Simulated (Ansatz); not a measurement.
PBE exchange is replaced step by step with exact exchange (0 % is PBE, 25 % PBE0; no dispersion term), basis def2-SVP, Ansatz. System: the cluster Pb₂Se₃ (the lowest singlet isomer of a short search). Charge 0, multiplicity 1. Geometry: PBE-D4/def2-SVP, each spin state at its own.

The relaxed triplet has other bonds than the singlet, so its gap is one between isomers. The relaxed quintet has other bonds than the singlet, so its gap is one between isomers.

Geometry of the singlet:

Cartesian coordinates in Å:
```
Pb 1.806 -0.371 -0.024
Pb -1.520 1.018 -0.229
Se -0.698 -1.762 -0.604
Se -0.502 -0.957 1.670
Se 0.915 2.071 -0.812
```

In the def2 sets Pb takes a core potential; there is no spin–orbit coupling. The structure comes from a short search, and lower isomers may exist.

```tsv
exact exchange (%)	HOMO (eV)	LUMO (eV)	gap (eV)	triplet − singlet (kJ/mol)	quintet − singlet (kJ/mol)
10	-5.34	-2.32	3.02	106.8	332.6
40	-6.56	-1.53	5.04	112.2	352.2
```

Estimate the row for 15 %.


| exact exchange (%) | HOMO (eV) | LUMO (eV) | gap (eV) | triplet − singlet (kJ/mol) | quintet − singlet (kJ/mol) |
| --- | --- | --- | --- | --- | --- |
| 15 | -5.54 | -2.15 | 3.39 | 107.7 | 335.9 |
